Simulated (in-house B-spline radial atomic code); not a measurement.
Se⁺. Computed with a B-spline radial atomic code. Model: non-relativistic spherical atom: semilocal Troullier-Martins pseudo-atom, one channel per l, against all electrons, high spin, G0W0 and RPA with empty states to l = 8, local potential for every l without a channel, a model core (radius 0 = none) keeps its share of the functional.

What the tables leave out is listed at the end.

The pseudopotential gives back the lowest level of each angular momentum of its own functional in the configuration it was made in; a second state of the same l is only approximately right. Exact exchange, RPA and GW see the smooth pseudo-orbitals and miss the exchange with the core, for which the functional's share stands in. The column with an uncorrelated core keeps all orbitals and exact exchange, and so separates missing core correlation from pseudisation. Only the three outermost levels and the lowest empty one were computed. RPA here is direct RPA, with no exchange kernel, and its energies carry an (l + 1/2)⁻⁴ tail. A hybrid on a potential with a model core restores only its own semilocal share of the core's exchange.

Command:
```bash
python run_psgw.py task.json out
```
Settings (lengths in bohr, energies in hartree):
```
Z                      34
electrons              33
configuration          [Ar] 3d10 4s2 4p3
generated_in           [Ar] 3d10 4s2 4p4
functional             pbe,pbe
core_shells            5
radius_factor          0.9
core_correction        False
```

Time taken, with all properties: 33 s on 1 thread of Intel(R) Xeon(R) Platinum 8259CL CPU @ 2.50GHz (Skylake/Cascade Lake) (shared host).

Given: made with PBE; model core radius 0 bohr; local radius 1.273 bohr; mean-field start PBE.

Valence shells of the generating configuration: 3d, 4s, 4p.

Channel: s 1.392, p 1.635, d 1.209 (radii in bohr).

Computed: largest level miss in the spin-unpolarised generating configuration 0.001 eV; valence RPA correlation energy all-electron orbitals -0.90003 hartree; valence RPA correlation energy pseudo -1.1352 hartree; pseudo-atom RPA polarisability 12.435 bohr³.

```csv
level,occupied,mean-field all-electron (eV),mean-field pseudo minus all (eV),G0W0 all-electron (eV),G0W0 uncorrelated core minus all (eV),G0W0 pseudo minus all (eV),exchange self-energy all-electron (eV),exchange self-energy pseudo (eV)
4p up,1,-16.416,-0.011,-21.352,-0.046,-0.372,-19.889,-18.699
4s down,1,-24.431,0.106,-29.263,-0.045,-0.317,-18.44,-16.053
4p down (empty),0,-13.614,0.075,-10.076,-0.032,-0.285,-5.6252,-4.3999
```

Q: What is the all-electron RPA polarisability, core included?

A: 12.511 bohr³.

Given: mean-field start PBE0.

Computed: valence RPA correlation energy all-electron orbitals -0.8599 hartree; all-electron RPA polarisability, core included 11.131 bohr³; pseudo-atom RPA polarisability 10.852 bohr³.

| level | occupied | mean-field all-electron (eV) | mean-field pseudo minus all (eV) | G0W0 all-electron (eV) | G0W0 uncorrelated core minus all (eV) | G0W0 pseudo minus all (eV) | exchange self-energy all-electron (eV) | exchange self-energy pseudo (eV) |
| --- | --- | --- | --- | --- | --- | --- | --- | --- |
| 4p up | 1 | -17.858 | -0.126 | -21.532 | -0.044 | -0.382 | -19.865 | -18.931 |
| 4s down | 1 | -25.568 | 0.085 | -29.304 | -0.039 | -0.295 | -18.224 | -16.037 |
| 4p down (empty) | 0 | -12.392 | -0.028 | -9.8729 | -0.027 | -0.2 | -5.3099 | -4.2976 |

Q: What is the valence RPA correlation energy pseudo?

A: -1.1014 hartree.

Given: mean-field start Hartree-Fock.

Computed: valence RPA correlation energy all-electron orbitals -0.7635 hartree; valence RPA correlation energy pseudo -1.0167 hartree; all-electron RPA polarisability, core included 8.8083 bohr³.

```tsv
level	occupied	mean-field all-electron (eV)	mean-field pseudo minus all (eV)	G0W0 all-electron (eV)	G0W0 uncorrelated core minus all (eV)	G0W0 pseudo minus all (eV)	exchange self-energy all-electron (eV)	exchange self-energy pseudo (eV)
4p up	1	-21.423	-0.663	-21.848	-0.034	-0.342	-19.595	-19.48
4s down	?	?	?	?	?	?	?	?
4s up	1	-35.975	-0.543	-33.715	-0.033	-0.482	-25.974	-25.037
4p down (empty)	0	-7.8321	-0.191	-9.5086	-0.013	0.007	-4.1484	-3.7056
```

Q: What belongs in the row 4s down?

A: occupied: 1; mean-field all-electron (eV): -27.531; mean-field pseudo minus all (eV): 0.07; G0W0 all-electron (eV): -29.275; G0W0 uncorrelated core minus all (eV): -0.023; G0W0 pseudo minus all (eV): -0.109; exchange self-energy all-electron (eV): -17.563; exchange self-energy pseudo (eV): -15.887.

Q: What is the pseudo-atom RPA polarisability?

A: 8.0913 bohr³.

Among the listed levels the largest G0W0 shift of the pseudo-atom is -0.48 eV, for 4s up on the Hartree-Fock start, while leaving the core uncorrelated moves that level by -0.03 eV. So pseudisation and the lost core exchange, not the missing core correlation, make the error. Not in the tables (levels of low weight, unsolved or above zero; the highest and the empty levels are kept at any weight): on PBE the G0W0 levels 4s up (pseudo minus all -0.24 eV, weights 0.15 and 0.18); on PBE0 the G0W0 levels 4s up (pseudo minus all -0.14 eV, weights 0.34 and 0.39).
